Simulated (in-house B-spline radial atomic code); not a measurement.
Orbital energies and mean radii along the 2-electron series, configuration 1s2. The effective charge is n√(-2ε), a non-relativistic measure. Computed with a B-spline radial code for spherical atoms: non-relativistic Hartree-Fock, average of the configuration, point nuclei.

| ion | Z | energy of 1s (Eh) | mean radius of 1s (bohr) | effective charge of 1s |
| --- | --- | --- | --- | --- |
| Cl15+ | 17 | -134.04 | 0.090229 | 16.373 |
| Ar16+ | 18 | -150.92 | 0.085109 | 17.373 |
| K17+ | 19 | -168.79 | 0.080539 | 18.373 |
| Ca18+ | 20 | -187.67 | 0.076435 | 19.374 |
| Sc19+ | 21 | -207.54 | 0.072729 | 20.374 |
| Ti20+ | 22 | -228.42 | 0.069366 | 21.374 |
| V21+ | 23 | -250.29 | 0.0663 | 22.374 |
| Cr22+ | 24 | -273.17 | 0.063493 | 23.374 |
| Mn23+ | 25 | -297.04 | 0.060915 | 24.374 |
| Fe24+ | 26 | -321.92 | 0.058538 | 25.374 |
| Co25+ | 27 | -347.79 | 0.056339 | 26.374 |
| Ni26+ | 28 | -374.67 | 0.054299 | 27.374 |
| Cu27+ | 29 | -402.54 | 0.052402 | 28.374 |

(1) How does the screening of 1s change?

Answers

(1) Z less the effective charge goes from 0.63 at Z = 17 to 0.63 at Z = 29.
